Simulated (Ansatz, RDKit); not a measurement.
System: vinylidene fluoride, C₂H₂F₂, charge 0, multiplicity 1. SMILES: FC(=C)F

Atoms: C1, C2, F3, F4, H5, H6. Bonds: C1-C2, C1-H5, C1-H6, C2-F3, C2-F4.

Bond lengths (Å) and angles (degrees) optimised at UFF with RDKit; MMFF94 with RDKit; HF/STO-3G with Ansatz (a quantum-chemistry and plane-wave program), each started from the B3LYP-D3(BJ)/def2-TZVP structure (Ansatz) of the last column. A row stands for all coordinates that are equal there; 6 of 7 kinds are shown. No wavenumbers were computed at UFF, MMFF94, HF/STO-3G, so these may be saddle points.

```json
[
 {"coordinate": "C1-C2", "UFF": "1.332", "MMFF94": "1.332", "HF/STO-3G": "1.316", "B3LYP-D3(BJ)/def2-TZVP": "1.316"},
 {"coordinate": "C1-H5", "UFF": "1.085", "MMFF94": "1.083", "HF/STO-3G": "1.077", "B3LYP-D3(BJ)/def2-TZVP": "1.078"},
 {"coordinate": "C2-F3", "UFF": "1.358", "MMFF94": "1.348", "HF/STO-3G": "1.350", "B3LYP-D3(BJ)/def2-TZVP": "1.323"},
 {"coordinate": "C1-C2-F3", "UFF": "120.2", "MMFF94": "119.9", "HF/STO-3G": "124.7", "B3LYP-D3(BJ)/def2-TZVP": "125.2"},
 {"coordinate": "F3-C2-F4", "UFF": "119.7", "MMFF94": "120.2", "HF/STO-3G": "110.6", "B3LYP-D3(BJ)/def2-TZVP": "109.6"},
 {"coordinate": "C2-C1-H5", "UFF": "120.3", "MMFF94": "120.5", "HF/STO-3G": "120.7", "B3LYP-D3(BJ)/def2-TZVP": "119.8"}
]
```

Mean signed difference of all 5 bond lengths from B3LYP-D3(BJ)/def2-TZVP: UFF 0.021 Å, MMFF94 0.015 Å, HF/STO-3G 0.011 Å.
